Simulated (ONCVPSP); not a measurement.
**vanadium ONCV: all-electron and pseudo phase curves**

V (Z = 23), optimised norm-conserving Vanderbilt (ONCV), made with ONCVPSP 4.0.1 (PBE, scalar-relativistic). Core [Ne], reference 3s2 3p6 3d3.5 4s1.5. Waves: 3s+4s: rc 1.30 bohr, ncon 5, nbas 10, qcut 10 1/bohr, 2 projectors; 3p: rc 1.25 bohr, ncon 4, nbas 9, qcut 9.4 1/bohr, 2 projectors, debl 3.3 Ha; 3d: rc 1.25 bohr, ncon 5, nbas 10, qcut 13.7 1/bohr, 3 projectors, debl 3.2 Ha. Local part: polynomial inside 1.10 bohr (lpopt 2, dvloc0 0 Ha). Core correction: none.

The phase is arctan(r·R′/R) of the radial function R(r), unwrapped; energies in Ha, scanned from -4 to 5 Ha. A pole is an energy at which the radial function vanishes at the test radius. The pseudo phase is shifted by a multiple of π to meet the all-electron one at the reference energy, and phase errors are pseudo minus all-electron; the curves can meet again beyond the range given. Levels narrower than the energy grid can be missing from the lists of poles.

Task: For each channel, where are the poles, and over which energies does the pseudopotential scatter like the atom?

Result:

```json
{"channel": "s", "radius (bohr)": "1.32", "reference energy (Ha)": "-0.16", "poles, all-electron": "-1.19", "poles, pseudo": "-1.19", "unbroken range about the reference energy with phases within 0.05 rad": "the whole range", "phase error 1 Ha above the reference energy (rad)": "-0.000"}
{"channel": "p", "radius (bohr)": "1.27", "reference energy (Ha)": "-1.55", "poles, all-electron": "0.20", "poles, pseudo": "0.20", "unbroken range about the reference energy with phases within 0.05 rad": "the whole range", "phase error 1 Ha above the reference energy (rad)": "-0.000"}
{"channel": "d", "radius (bohr)": "1.27", "reference energy (Ha)": "-0.13", "poles, all-electron": "1.61", "poles, pseudo": "1.61", "unbroken range about the reference energy with phases within 0.05 rad": "the whole range", "phase error 1 Ha above the reference energy (rad)": "-0.000"}
```

Phases in the d channel:

```tsv
E (Ha)	all-electron	pseudo
-3.98	1.155	1.155
-3.50	1.109	1.109
-3.02	1.045	1.045
-2.54	0.952	0.952
-2.06	0.807	0.807
-1.58	0.556	0.556
-1.10	0.107	0.107
-0.62	-0.506	-0.506
-0.14	-0.977	-0.977
0.34	-1.245	-1.245
0.82	-1.406	-1.406
1.30	-1.515	-1.515
1.78	-1.599	-1.599
2.26	-1.673	-1.673
2.74	-1.747	-1.747
3.22	-1.828	-1.828
3.70	-1.930	-1.930
4.18	-2.075	-2.075
4.66	-2.307	-2.307
```
